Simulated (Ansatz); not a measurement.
`C[SiH2][B](C)[AlH2]` + `[SiH3][AsH2]` → `C[BH][AlH2]` + `C[SiH2][SiH2][AsH2]`  (redistribution)

Calculated with Ansatz (gas phase, PBE0-D4/def2-TZVP geometries, no zero-point term in ΔE). CCSD(T)/CBS is the MP2 limit (def2-TZVPP, def2-QZVPP) plus CCSD(T) − MP2 in def2-TZVPP, frozen cores. Functionals use def2-TZVPP. For As outer-core shells are correlated without core-valence functions, which leaves a few kJ/mol of doubt a bond. Scalar relativity is left out up to krypton. One conformer a species, not always the lowest.

```tsv
level	ΔE (kJ/mol)
ωB97M-V	-15.5
r2SCAN	-16.2
HF/def2-TZVPP	-20.0
MP2/def2-TZVPP	-18.1
CCSD/def2-TZVPP	-17.2
CCSD(T)/def2-TZVPP	-16.6
HF/def2-QZVPP	-19.7
CCSD/CBS(def2)	-18.0
```

**Question.** What does CCSD(T)/CBS give? (An estimate is asked.)

**Answer.** Ansatz gave: -17.5 kJ/mol. The listed levels differ from it by 2.0, 1.3, -2.5, -0.6, 0.3, 0.9, -2.2, -0.5 kJ/mol.

Largest T1 diagnostic among the species: 0.012.
